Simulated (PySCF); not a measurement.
Species: C4H4FNSe.
Z-matrix (Å and degrees, PBE0-D3(BJ)/def2-SVP geometry), rows numbered from 1:
```
C 
C   1  1.4879
Se  2  1.8600  1  126.27
N   3  1.8113  2   91.14  1   179.19
C   4  1.3032  3  109.08  2     0.02
C   2  1.3675  1  127.06  3   178.95
F   6  1.3303  2  123.30  1     0.93
H   1  1.0996  2  111.98  3    38.87
H   1  1.0995  2  109.78  3   159.22
H   1  1.1022  2  111.27  3   -81.66
H   5  1.0963  4  119.58  3   179.83
```

Linear response at PBE0/def2-SVPD (PySCF, frozen core in the response, non-relativistic). The PBE0/def2-SVPD calculation is non-relativistic and has no spin–orbit coupling, an omission that weighs most on selenium.

Static isotropic polarisability: 77.19 au (11.44 Å³), principal values 52.2, 86.3, 93.0 au.

Question: What is the polarisability at 1064 nm and at the sodium D line?

Answer: 78.07 au at 1064 nm (+1.1 %), 80.23 au at 589.3 nm (+3.9 %). The rise at 589.3 nm is 3.47 times that at 1064 nm; a pure ω² law gives 3.26. The lowest singlet lies at 257 nm, shorter than both wavelengths.

Question: What is the isotropic C6 coefficient between two such molecules, C6 = (3/π)∫α(iω)² dω?

Answer: 2307 au (Eh·bohr⁶) by a ten-point quadrature over imaginary frequencies, which is 1380 eV·Å⁶ or 133 J·nm⁶/mol.

Question: Which effective excitation energy ω̄ makes London's formula C6 = (3/4)α²ω̄ exact here?

Answer: ω̄ = 4·C6/(3α²) = 0.516 Eh = 14.0 eV. A one-pole form α(ω) = α/(1 − ω²/ω̄²) fitted to the 1064 nm value gives 11.0 eV.

Question: How anisotropic is the static polarisability, by Δα² = ½[(α1 − α2)² + (α2 − α3)² + (α3 − α1)²]?

Answer: Δα = 37.9 au, or 0.49 of the isotropic value.

Question: What n − 1 at the D line would an ideal gas of it have at 273.15 K and 1 atm (2.6868 × 10¹⁹ cm⁻³), by n − 1 = 2π·N·α′?

Answer: 20.07 × 10⁻⁴, a formal value whether or not that pressure can be reached.

Question: What molar refraction at the D line follows from R = (4π/3)·N_A·α′, with α′ the polarisability volume?

Answer: α′ = 11.89 Å³ gives R = 29.99 cm³/mol, for isolated, non-vibrating species.

Question: What three-body coefficient follows from the one-pole estimate C9 = (3/4)·α·C6?

Answer: 134000 au. This is an estimate from the two numbers above, not a computed integral.

Question: How many electrons N does the Slater–Kirkwood formula C6 = (3/4)·√N·α^(3/2) need to give this C6?

Answer: N = (4·C6/3)²/α³ = 20.6; the species has 78 electrons in all.

Question: What does −C6/R⁶ come to at R = 12 Å between centres?

Answer: -45 J/mol. This is the leading, orientation-averaged term; C8 and higher terms are left out.
